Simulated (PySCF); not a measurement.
Spinor energies of V (vanadium, neutral)

Start: [Ar] 3d4 4s1; 3d5/2 filled at m_j = -1/2, +1/2, +3/2, +5/2; 4s1/2 filled at m_j = +1/2. Calculated with PySCF 2.14 in x2c-TZVPall-2c with one added diffuse shell each of s, p, d type (7s8p5d1f, 63 functions): generalised Hartree-Fock with the X2C-1e Hamiltonian and a Gaussian nucleus; one run each with spin-orbit coupling (SO) switched off, then screened by Boettger's factors. This is a chosen level, not necessarily the ground level.

```csv
spinor shell,electrons,"ε, spin-free (eV)","ε, screened SO (eV)",weight of nominal j (screened SO),"rms radius, screened SO (bohr)"
1s1/2,2,-5515.6,-5515.6,1.000,0.0768
2s1/2,2,-651.97,-651.98,1.000,0.332
2p1/2,2,-540.61,-545.49,0.990,0.301
2p3/2,4,-540.61,-538.23,0.995,0.304
3s1/2,2,-82.707,-82.712,1.000,1.03
3p1/2,2,-50.443,-49.999,0.665,1.12
3d5/2,4,-8.603,-8.600,0.695,1.78
4s1/2,1,-5.947,-5.948,1.000,4.06
```

(1) Where does 3p3/2 lie, and what is the 3p spin-orbit splitting (screened SO)?

| quantity | spin-free | screened SO |
| --- | --- | --- |
| E (hartree) | -948.11223 | -948.12028 |
| M_J | 9/2 | 9/2 |
| ⟨J²⟩ | 24.758 | 24.758 |
| ⟨L²⟩ | 6.008 | 6.009 |
| ⟨S²⟩ | 8.750 | 8.750 |

Each row is a mean over spinors that exchange with the open shell spreads, by up to 10.351 eV (3p3/2).

Rows whose weight is well below 1 are mixtures of j = l ± 1/2: exchange outweighs spin-orbit coupling there, and the label is only the starting occupation.

Without spin-orbit coupling the j labels of p, d and f shells carry no meaning; the spin-free column gives the mean over the occupied spinors of each nl shell.

Results:

(1) At -50.679 eV, -0.680 eV above 3p1/2.
